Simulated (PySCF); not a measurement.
Gas-phase reaction: HI + SiH2 ⇌ SiH3I

Energies from PySCF, thermal terms from the rigid-rotor harmonic-oscillator model, ideal gas at 1 bar. 'Table' is the NASA 1993 thermochemical table (part measured, part estimated). † marks an energy on the PBE0/def2-TZVP geometry and frequencies; other levels use their own. MP2 and CCSD(T) freeze the core. All species are closed-shell singlets. B3LYP is the form with VWN-RPA correlation. I: scalar-relativistic def2 core potential, no spin-orbit coupling. For this reaction the table lies outside the span of B3LYP, CCSD(T), M06-2X, MP2, PBE0, r2SCAN, ωB97M-V, ωB97X-V in their largest bases here; which side is off was not settled. MP2 isn't extrapolated to the basis-set limit. CCSD(T) isn't extrapolated to the basis-set limit. The table's entry may be an old estimate for SiH2, SiH3I (not checked at source).

| level | ΔH°(298 K), kJ |
|---|---|
| table | -273.8 |
| B3LYP/def2-TZVP† | (withheld) |
| CCSD(T)/def2-TZVPP† | -291.9 |
| MP2/def2-SVP† | (withheld) |
| PBE/def2-TZVP† | (withheld) |
| PBE0/def2-SVP† | -307.4 |
| PBE0/def2-TZVP | -312.8 |
| r2SCAN/def2-TZVP† | (withheld) |
| LDA/def2-TZVP† | -327.8 |
| ωB97M-V/def2-TZVP† | -298.4 |
| ωB97X-V/def2-TZVP† | -313.7 |

Problem. Complete the blanks.

Solution. 
- B3LYP/def2-TZVP†, ΔH°(298 K), kJ: -287.9
- MP2/def2-SVP†, ΔH°(298 K), kJ: -303.8
- PBE/def2-TZVP†, ΔH°(298 K), kJ: -301.0
- r2SCAN/def2-TZVP†, ΔH°(298 K), kJ: -324.0
